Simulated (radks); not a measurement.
These are the eigenvalues of the occupied orbitals of an atom or ion with whole-number occupations (eV). All-electron calculation, scalar-relativistic Kohn-Sham, PBE, spin-polarised, spherical densities, point nucleus. Program: a radial shooting solver on a logarithmic mesh with Libxc functionals.

1s up: -852.0707
1s down: -851.1884
2s up: -54.9105
2s down: -52.9021
2p up: -31.5532
2p down: -29.5201
5p up: -0.6415

Which element is it, and in what charge state? The configuration may be excited. Open shells, if any, are filled with parallel spins first.

Answer. Z = 10, neon, charge 0: Ne in [He] 2s2 2p5 5p1. The list shows which subshells hold electrons but not how many an open one holds; the 1s level, -31.313 hartree, gives Z - s = 7.9 by -(Z - s)^2/2, which with screening and relativity narrows Z to a few neighbours, and the depths of the outer levels then fix element, charge and occupations together.
